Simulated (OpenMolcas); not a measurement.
# Lines of Mn V: computed and rescaled rates

```json
{
 "Program": "OpenMolcas 26.06",
 "Method": "MS-CASPT2, IPEA 0.25 Eh, imaginary shift 0.1 Eh (closed shells correlated: 3s 3p)",
 "Basis": "ANO-RCC-VQZP [7s6p4d3f2g1h]",
 "Scalar Hamiltonian": "DKH2, point nucleus",
 "Active space": "3 electrons in 5 orbitals (3d)",
 "State averaging": "2S+1 = 4 even, 10 roots; 2S+1 = 2 even, 40 roots",
 "Spin-orbit coupling": "RASSI with atomic mean-field integrals over the reference wave functions, term energies averaged over their components"
}
```

Rates come from the transition moments of the reference wave functions (E1 and E2 in the length form). At fixed line strength A goes as λ^-3 for E1 and M1 and as λ^-5 for E2, so a rate at the computed wavelength can be rescaled to the measured one. Measured vacuum wavelengths follow from level energies in Corliss and Sugar, J. Phys. Chem. Ref. Data 6, 1253 (1977). Branching counts decays inside the model space alone, at computed energies, and the table is only a selection of the E2 and M1 lines, drawn from those between levels with measured partners whose computed energy lies within a factor of 1.5 of the measured one.

```tsv
Upper	Lower	Type	λ computed (nm)	λ measured (nm)	A computed (s-1)	A rescaled (s-1)	Branching %
3d3 2D 3/2(2)	3d3 2G 7/2	E2	212.6	222.4	1.18e+01	9.42e+00	69.0
3d3 2D 5/2(2)	3d3 2G 9/2	E2	216.2	226.2	1.03e+01	8.22e+00	61.8
3d3 2D 5/2(1)	3d3 4F 7/2	M1	413.5	420.3	4.35e-01		78.0
3d3 2D 3/2(1) [66 %]	3d3 4F 5/2	M1	405.8	411.3	3.35e-01		53.3
3d3 2G 9/2	3d3 4F 9/2	M1	592.3	588.7	2.37e-01		71.0
3d3 2D 3/2(1) [66 %]	3d3 4F 3/2	M1	399.9	405.3	1.86e-01		29.5
3d3 2P 3/2 [65 %]	3d3 4F 5/2	M1	436.6	443.3	1.69e-01		38.8
3d3 2F 5/2	3d3 2G 7/2	E2	425.4	438.3	1.39e-01	1.20e-01	31.2
3d3 2P 1/2	3d3 4P 1/2	M1	1580	1504	1.36e-01		98.1
3d3 2P 3/2 [65 %]	3d3 4F 3/2	M1	429.8	436.3	1.05e-01		24.0
3d3 2G 7/2	3d3 4F 7/2	M1	589	586.3	9.56e-02		50.6
3d3 2G 9/2	3d3 4F 7/2	M1	571.7	569.4	9.53e-02		28.5
3d3 2G 7/2	3d3 4F 5/2	M1	572.4	570.3	8.75e-02		46.3
3d3 2H 9/2	3d3 2G 9/2	M1	1466	1521	8.27e-02		63.3
3d3 4P 1/2	3d3 4F 3/2	E2	586.4	608.5	5.51e-02	4.58e-02	62.7
3d3 4P 5/2	3d3 4F 9/2	E2	618.4	639.5	5.04e-02	4.26e-02	64.9
3d3 2H 9/2	3d3 2G 7/2	M1	1364	1412	4.56e-02		34.9
3d3 2H 11/2	3d3 2G 9/2	M1	1388	1442	4.42e-02		97.5
3d3 4P 3/2	3d3 4F 7/2	E2	612	634.5	3.77e-02	3.15e-02	46.3
3d3 4P 1/2	3d3 4F 5/2	E2	599.2	622.1	3.28e-02	2.72e-02	37.3
3d3 4P 3/2	3d3 4F 5/2	E2	594.2	615.9	3.13e-02	2.62e-02	38.4
3d3 4P 5/2	3d3 4F 7/2	E2	596.1	616.8	1.94e-02	1.64e-02	25.0
3d3 4F 9/2	3d3 4F 7/2	M1	16500	17330	6.03e-03	5.20e-03	100.0
3d3 4F 7/2	3d3 4F 5/2	M1	20340	21000	5.17e-03	4.70e-03	100.0
3d3 4F 5/2	3d3 4F 3/2	M1	27570	27860	2.07e-03	2.01e-03	100.0
```

Spin-changing lines and M1 lines between different terms are not rescaled, since their strength hangs on the term gaps too.

The largest correction is for 3d3 2D 5/2(2) → 3d3 2G 9/2 (E2): 1.03e+01 × (216.2 / 226.2)^5 = 8.22e+00 s-1, a factor of 0.80.

The computed rate and branching of 3d3 4F 5/2 → 3d3 4F 3/2 give the upper level a radiative lifetime of 1.000 / 2.07e-03 s-1 = 4.83e+02 s, counting decays inside the model space alone. The rescaled rate gives about 5.0e+02 s.

The computed order of these levels differs from the measured one in 1 place, and where term gaps are wrong the rates of spin-changing lines can be off by large factors.

These are rates of the free ion; in crystals, glasses and complexes forced electric-dipole and non-radiative decay shorten such lifetimes by orders of magnitude. No measured rate stands beside these. Rescaling mends the energy factor alone: line strengths can still be far off where a level mixes with configurations outside the active space, and weak or spin-changing lines hang on small mixing coefficients that depend on the term gaps too, so rescaling need not improve them.

CASPT2 breaks the degeneracy within a term, and the mean is taken; among the terms shown or strongly mixed into the levels shown the widest spread is 1000 cm-1 (3d3 4F). Measured partners are found by configuration, term and J. A level has none where our copy of the source lacks it or the pairing is in doubt (some pairs that miss far off the trend of their configuration count as doubtful). Levels of configurations outside the active space are missing.

A share in square brackets marks a mixed level and gives the weight of the term that names it. A number in round brackets counts repeated terms of one configuration in the order of the reference energies.
